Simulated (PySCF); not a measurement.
## UHF on Co²⁺ (cobalt, charge +2)

Configuration: [Ar] 3d6 4s1, high-spin 6D determinant (an excited configuration). All numbers are calculated (PySCF 2.14, no relativity, point nucleus, in def2-TZVPPD).

```
Total energy                                                  : -1380.396766 hartree
One-electron energy                                           : -1888.0272 hartree
Hartree (Coulomb) energy                                      : 565.0974 hartree
Exchange energy                                               : -57.4670 hartree
Kinetic energy                                                : 1380.41074 hartree
⟨S²⟩                                                          : 8.7521
⟨L²⟩                                                          : 6.015
Sum of ⟨r⟩                                                    : 16.48 bohr
Sum of ⟨r²⟩                                                   : 20.00 bohr²
Traceless quadrupole moment −½Σ⟨3z² − r²⟩ along its main axis : 0.234 e·bohr²
Density at the nucleus (Gaussians lack the cusp)              : 13000 bohr⁻³
Spin density at the nucleus                                   : 8.02 bohr⁻³
Langevin diamagnetic susceptibility                           : -15.8 ×10⁻⁶ cm³/mol
```

```csv
shell,electrons,mean orbital energy (eV),spread (eV),"rms radius, mean of both spins (bohr)"
1s α,1,-7729.9,0,0.0659
1s β,1,-7729.7,0,0.0659
2s α,1,-978.82,0,0.279
2s β,1,-974.53,0,0.279
2p α,3,-849.44,1.137,0.250
2p β,3,-845.36,0.019,0.250
3s α,1,-155.42,0,0.833
3s β,1,-144.28,0,0.833
3p α,3,-114.67,2.319,0.880
3p β,3,-101.63,1.692,0.880
3d α,5,-47.171,2.740,1.04
3d β,1,-40.874,0,1.04
4s α,1,-26.493,0,2.62
```

Spin-orbit constants ζ (cm⁻¹) from the X2C one-electron operator on these orbitals (non-relativistic here): bare nucleus, nucleus screened by l(l+1)(2l+1)/3 electrons, and screened by the Breit-Pauli mean field of the electrons.

```
shell   bare  screened nucleus  mean field
   2p  79930             74010       71200
   3p  10170              9417        9000
   3d   1054             663.4       603.1
```

To first order the Landé constant is A = -120.6 cm⁻¹, so the lowest level has J = 9/2 and lies 0.0748 eV below the centre of the term. This holds in LS coupling only.
